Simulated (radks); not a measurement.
Values are calculated unless marked as measured or tabulated.
The tellurium anion Te2-, [Xe], held by a Watson sphere: a shell of charge +2 at radius R that stands for the Madelung well of a crystal (potential energy -2/R inside, -2/r outside, in hartree with lengths in bohr). Level of theory: scalar-relativistic Kohn-Sham, LDA (Slater exchange, Perdew-Wang correlation), spin-polarised, spherical densities, point nucleus (a radial shooting solver on a logarithmic mesh with Libxc functionals). Response by self-consistent Sternheimer equations with the Hartree and adiabatic LDA kernel, the relativistic mass of each level held fixed and spin-orbit coupling left out. The sphere does not respond.

| R (bohr) | e(4d) (eV) | e(5s) (eV) | e(5p) (eV) | <r> 5p (bohr) | sum of <r^2> (bohr^2) | X-ray form factor at sin(theta)/lambda = 0.3 1/angstrom | alpha (bohr^3) |
|---|---|---|---|---|---|---|---|
| 2.56 | -40.831 | -16.251 | -7.328 | 2.641 | 77.52 | 35.915 | 44.12 |
| 2.98 | -40.137 | -15.326 | -6.733 | 2.749 | 82.07 | 35.959 | 53.46 |
| 3.73 | -39.285 | -13.981 | -5.639 | 2.923 | 89.86 | 36.021 | 76.07 |
| 4.12 | -38.905 | -13.412 | -5.108 | 3.001 | 93.65 | 36.038 | 90.99 |
| 4.22 | -38.811 | -13.278 | -4.978 | 3.020 | 94.59 | 36.041 | 95.20 |
| 4.37 | -38.674 | -13.086 | -4.789 | 3.047 | 95.99 | 36.045 | 101.8 |
| 5.63 | -37.651 | -11.789 | -3.442 | 3.241 | 107.0 | 36.058 | 174.5 |
| 5.82 | -37.518 | -11.633 | -3.274 | 3.265 | 108.6 | 36.059 | 188.8 |
